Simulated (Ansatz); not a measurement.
The same molecule with X = B, Al, Ga. Ansatz, PBE0-D4/def2-TZVP geometries, multiplicity 1. Each molecule was computed in one conformer, which needn't be the lowest.

Scalar relativity is left out up to krypton.

```csv
X,molecule,mean X–C bond length / Å,mean X–H bond length / Å,mean X–Se bond length / Å,HOMO energy (PBE/def2-TZVPP) / eV,LUMO energy (PBE0/def2-TZVPP) / eV,HOMO energy (B3LYP/def2-TZVPP) / eV
B,`C[BH-](C)[SeH2+]`,1.595,1.214,2.281,-6.62,-0.51,-7.67
Al,`[CH3][AlH-]([CH3])[SeH2+]`,1.970,1.605,2.710,-5.98,-0.79,-7.03
```

Problem. Give the row for X = Ga, `[CH3][GaH-]([CH3])[SeH2+]`. (Best estimate.)

Solution. Ansatz gave: 
| X | molecule | mean X–C bond length / Å | mean X–H bond length / Å | mean X–Se bond length / Å | HOMO energy (PBE/def2-TZVPP) / eV | LUMO energy (PBE0/def2-TZVPP) / eV | HOMO energy (B3LYP/def2-TZVPP) / eV |
| --- | --- | --- | --- | --- | --- | --- | --- |
| Ga | `[CH3][GaH-]([CH3])[SeH2+]` | 1.985 | 1.586 | 2.780 | -5.99 | -0.65 | -6.98 |

From B to Ga the mean X–C bond length rises at each step, by 0.390 Å in all; the mean X–H bond length isn't monotonic: highest at Al, lowest at B; the mean X–Se bond length rises at each step, by 0.499 Å in all; the HOMO energy (PBE/def2-TZVPP) isn't monotonic: highest at Al, lowest at B; the LUMO energy (PBE0/def2-TZVPP) isn't monotonic: highest at B, lowest at Al; the HOMO energy (B3LYP/def2-TZVPP) rises at each step, by 0.69 eV in all.

B3LYP here is the variant with VWN-RPA as its local correlation; programs differ in this.

Spin–orbit coupling is left out; it splits and shifts lone-pair levels of the heavy atoms by tenths of an eV.
